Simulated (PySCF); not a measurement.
# O⁺: excitation energy

O⁺ [He] 2s2 2p3 (4S) → O⁺ [He] 2s1 2p4 (4P), as a difference of total energies. Calculation: PySCF 2.14, in aug-cc-pwCVDZ (5s4p2d, 27 functions); no relativity, point nucleus. Correlated levels: valence: 1s2 frozen. The calculations carry no spin-orbit coupling.

| method | excitation energy (eV) |
| --- | --- |
| UHF | 15.053 |
| MP2 (valence) | 15.121 |
| SCS-MP2 (valence) | 15.132 |
| CCSD (valence) | 15.060 |
| CCSD(T) (valence) | 15.046 |
| CCSDT (valence) | 15.039 |

Errors of the correlated levels include the incompleteness of this basis and the frozen core.

For comparison: 14.870 eV (measured; NIST levels, between the centres of gravity of the two terms).
